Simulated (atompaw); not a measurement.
## Logarithmic derivatives: fluorine (F), PAW (atompaw)

F, PAW, made with atompaw 4.2.0.5 (PBE, scalar-relativistic). Core [He], reference 2s2 2p5. Waves: 2s (bound): rc 2.20 bohr; 2s channel at 0.4 Ry: rc 2.20 bohr; 2p (bound): rc 2.20 bohr; 2p channel at 2.4 Ry: rc 2.10 bohr; 3d channel at 0.25 Ry: rc 2.20 bohr; 3d channel at 2.65 Ry: rc 2.20 bohr. Local part: ultrasoft scheme with l = 3 at 0 Ry, radius 1.95 bohr. Core correction: smooth core density matched at 1.90 bohr. Augmentation charge: sinc compensation charge, radius 1.95 bohr; PAW radius 2.20 bohr; waves and projectors: custom polynom vanderbiltortho.

The phase is arctan(r·u′/u) with u = r·R(r), unwrapped; energies in Ry, scanned from -4 to 5 Ry. A pole is an energy at which the radial function vanishes at the test radius. The pseudo phase is shifted by a multiple of π to meet the all-electron one at the reference energy, and phase errors are pseudo minus all-electron; the curves can meet again beyond the range given. Levels narrower than the energy grid can be missing from the lists of poles.

Task: For each channel, where are the poles, and over which energies does the pseudopotential scatter like the atom?

Result:

```csv
channel,radius (bohr),reference energy (Ry),"poles, all-electron","poles, pseudo",unbroken range about the reference energy with phases within 0.05 rad,phase error 1 Ry above the reference energy (rad)
s,2.20,-2.20,-2.03,-2.03,the whole range,-0.000
p,2.20,-0.82,-0.56,-0.55,the whole range,+0.011
d,2.20,0.25,4.61,4.63,the whole range,+0.000
```

Phases in the d channel:

```
E (Ry)  all-electron  pseudo
 -4.00         1.368   1.368
 -3.52         1.357   1.358
 -3.04         1.346   1.346
 -2.56         1.331   1.332
 -2.08         1.315   1.315
 -1.60         1.294   1.294
 -1.12         1.267   1.267
 -0.64         1.232   1.232
 -0.16         1.184   1.184
  0.32         1.111   1.111
  0.80         0.992   0.992
  1.28         0.763   0.763
  1.76         0.256   0.257
  2.24        -0.556  -0.556
  2.72        -1.071  -1.071
  3.20        -1.306  -1.306
  3.68        -1.432  -1.431
  4.16        -1.513  -1.512
  4.64        -1.574  -1.571
```
